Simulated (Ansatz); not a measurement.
Gas-phase electronic energies from Ansatz, PBE0-D4/def2-TZVP geometries. CCSD(T)/CBS is the MP2 limit (def2-TZVPP, def2-QZVPP) plus CCSD(T) − MP2 in def2-TZVPP, frozen cores. This one scheme is used for every species. Functionals use def2-TZVPP. HSE06 is defined as in plane-wave codes. Elements past krypton have def2 core potentials. For Sb outer-core shells are correlated without core-valence functions, which leaves a few kJ/mol of doubt a bond. Each species was taken in one conformer, which may not be the lowest.

Reaction (formal exchange of groups at a B–Sb bond): `C[BH][Sb]([F])[F]` + `N[SiH3]` → `CB[SiH2]N` + `[F][SbH][F]`

```
             level  ΔE (kJ/mol)
           BLYP-D4         20.4
          HSE06-D4         16.6
           ωB97X-V         18.9
       HF/def2-SVP         27.4
     HF/def2-TZVPP         19.3
    MP2/def2-TZVPP         25.8
SCS-MP2/def2-TZVPP         23.8
    MP2/def2-QZVPP         27.0
```

Q: What does CCSD(T)/CBS give? (Best estimate.)

A: The calculation gave: +22.6 kJ/mol. The listed levels differ from it by -2.2, -6.0, -3.7, 4.8, -3.3, 3.2, 1.2, 4.4 kJ/mol.

Largest T1 diagnostic among the species: 0.015.

Leaving LDA and LC-ωPBE aside and taking each functional with its dispersion term where it has one, the values, not all of them listed here, spread over 13.4 kJ/mol, from B97M-V to ωB97M-V.

CCSD(T)/CBS has its own doubt, a few kJ/mol and more with outer-core shells, so smaller differences from it don't rank the levels.
